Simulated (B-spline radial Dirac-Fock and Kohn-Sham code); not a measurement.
The computed values come from a B-spline atomic structure program: Dirac-Fock ΔSCF + Breit + QED. No correlation.

**Question.** An atom or ion in its tabulated ground configuration has these computed binding energies (the last is its least bound level). Which is it?

```tsv
level	binding energy (eV)
K	458.1
L1	55.73
L2,3	47.16
```

**Answer.** N²⁺: Z = 7 with 5 electrons, [He] 2s2 2p1. The hydrogen-like estimate √(E/Ry) = 5.8 for the K level lies 1.2 below Z; the outermost level, at 47.16 eV, fixes the charge.

**Question.** An atom or ion in its tabulated ground configuration has these computed binding energies (the last is its least bound level). Which is it?

```
level  binding energy (eV)
    K              77525.3
   L1              16525.7
   L2              15965.0
   L3              14431.8
   M1               6207.8
   M2               5972.3
 M4,5               5230.4
```

**Answer.** Os⁵⁴⁺: Z = 76 with 22 electrons, [Ar] 3d4. The hydrogen-like estimate √(E/Ry) = 75.5 for the K level lies 0.5 below Z (screening lowers it, relativity raises it); the outermost level, at 5230.4 eV, fixes the charge.

**Question.** Identify the element and charge state from the binding energies below (tabulated ground configuration; the least bound level is included).

| level | binding energy (eV) |
| --- | --- |
| 2p1/2 | 3532.7 |
| 2p3/2 | 3359.9 |
| 3d3/2 | 380.7 |
| 3d5/2 | 374.6 |
| 4p1/2 | 73.46 |
| 4p3/2 | 68.44 |
| 5s | 6.33 |

**Answer.** Ag: Z = 47 with 47 electrons, [Kr] 4d10 5s1.
